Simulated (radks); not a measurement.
Values are calculated unless marked as measured or tabulated.
Question: The phosphorus ion P2+, 13 electrons, occupied as [Ne] 3s2 5d1 (not the ground configuration). Code: a radial shooting solver on a logarithmic mesh with Libxc functionals. Model: non-relativistic Kohn-Sham, BLYP, spin-unpolarised, spherical densities, point nucleus. Some entries of the table are withheld. Estimate them.

orbital  occ.  eigenvalue (eV)  r(max) (bohr)  <r^2> (bohr^2)
1s          2              (1)            (2)         0.01454
2s          2        -207.4162         0.4200          0.3232
2p          6        -159.2105            (3)             (4)
3s          2         -41.8674          1.472           3.228
5d          1          -4.9593            (5)             (6)

Answer: 
(1) 1s eigenvalue (eV): -2115.182
(2) 1s r(max) (bohr): 0.06803
(3) 2p r(max) (bohr): 0.3533
(4) 2p <r^2> (bohr^2): 0.2933
(5) 5d r(max) (bohr): 9.914
(6) 5d <r^2> (bohr^2): 102.8
